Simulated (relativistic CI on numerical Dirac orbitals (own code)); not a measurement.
# Hyperfine structure of Sc¹¹⁺, mass number 45

Calculated at this level of theory: Dirac-Coulomb-Breit CI, KLI orbitals optimised for each configuration, model QED, unscaled Slater integrals (own radial code, finite nucleus).

Configuration list (outside the closed core 1s2): 2s2 2p6, 2s2 2p5 3s, 2s2 2p5 3p, 2s2 2p5 3d, 2s 2p6 3s, 2s 2p6 3p, 2s2 2p5 4s, 2s 2p6 3d, 2s2 2p5 4p, 2s2 2p5 4d, 2s2 2p5 4f, 2s2 2p4 3s2, 2s2 2p4 3s 3p, 2s 2p6 4s, 2s 2p6 4p, 2s2 2p4 3p2. Levels of other configurations are missing.

Nuclear spin I = 7/2, μ = 4.754 μN, Q = -0.22 b (tables of Stone and Pyykkö). The electronic factors are computed for point nuclear moments, without core polarisation or the Bohr-Weisskopf and QED corrections.

```tsv
Level	E (eV)	A (MHz)	B (MHz)
2s2 2p5 3s 3P°_2	400.191	27220	4880
2s2 2p5 3s 3P°_1	401.483	8509	496
2s2 2p5 3s 1P°_1	405.940	69230	1940
2s2 2p5 3p 3D_2	424.104	16640	4530
2s2 2p5 3p 3D_3	424.246	9786	3910
2s2 2p5 3p 3P_2	426.331	10010	567
2s2 2p5 3p 3D_1	428.612	44370	-1140
2s2 2p5 3p 3P_1	430.041	-9562	-533
```

Levels with J = 0, under 50 % of one LS term, or S terms without an open s electron are left out. Small factors come from cancelling terms and can be off by tens of per cent or more.

At this charge energies of transitions that change n are usually good to better than 1 %, and those within a shell (Δn = 0) to a few per cent.

Give the hyperfine levels of 2s2 2p5 3s 3P°_2 relative to its centre of gravity.

With K = F(F + 1) − I(I + 1) − J(J + 1), E = AK/2 + B[¾K(K + 1) − I(I + 1)J(J + 1)]/[2I(2I − 1)J(2J − 1)]: F = 3/2: -242400, F = 5/2: -176500, F = 7/2: -83060, F = 9/2: 39180, F = 11/2: 191800 MHz.

LS names give the leading component of a level, which can be under half, so a name can repeat, a term be missing and a line seem to break the LS rules.
